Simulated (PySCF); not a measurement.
H₂O₂Pt, SMILES [Pt]([OH])[OH] (connectivity only; charge and spin as stated), neutral, multiplicity 3. Geometry optimised at PBE-D3(BJ)/def2-TZVP. The multiplicity is an assumed one; other spin states were not compared. The def2 effective core potentials stand for the cores of Pt; spin–orbit coupling is left out. One conformer was computed; it need not be the lowest.

The numbers are results of PBE-D3(BJ)/def2-TZVP (PySCF), not measurements.

Harmonic wavenumbers (cm⁻¹): 159, 217, 361, 636, 640, 680, 684, 3688, 3688. Rotational constants (GHz): 251.7, 4.090, 4.062; symmetry number 2.

Work out the zero-point energy and the ideal-gas rigid-rotor harmonic-oscillator thermochemistry at 298.15 K and 1 atm.

ZPE = ½ Σ hcν = ½ × 10754 cm⁻¹ = 15.37 kcal/mol. H − E(el) = 19.02 kcal/mol. Entropy in cal/(mol K): translation 42.19, rotation 20.49, vibration 7.09, spin 2.18, total 71.95. G − E(el) = -2.43 kcal/mol. Cp = 16.84 cal/(mol K).
